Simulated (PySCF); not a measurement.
GaCl3, SMILES [Cl][Ga]([Cl])[Cl].

Coordinates come from a PBE0-D3(BJ)/def2-SVP optimisation. The isomer is the one that the SMILES or the coordinates give; other isomers of the formula were not compared.

Two levels are set side by side: PBE/def2-TZVPD (PySCF) and M06-2X/def2-TZVPD (PySCF). Same geometry, gas phase. Differences are taken from unrounded values.

| quantity | M06-2X |
|---|---|
| orbital gap (eV) | 9.48 |
| highest occupied level (eV) | -10.85 |
| lowest empty level (eV) | -1.38 |
| mean polarisability (bohr³) | 66.9 |

Question: What does PBE give, and how far is it from M06-2X? (Estimate from the structure and the level; the computed values follow.)

Answer: 
| quantity | PBE | PBE minus M06-2X |
|---|---|---|
| orbital gap (eV) | 4.98 | -4.49 |
| highest occupied level (eV) | -8.08 | 2.78 |
| lowest empty level (eV) | -3.09 | -1.72 |
| mean polarisability (bohr³) | 72.0 | 5.1 |

Without exact exchange PBE keeps part of each electron's self-repulsion, which lifts occupied levels and narrows the gap. PBE's more diffuse valence density responds more strongly to a field. Differences between two approximate levels are no errors against the true value.

Rough cost on one machine, each run with all the roots and properties that it gave: M06-2X against PBE about 4 times.
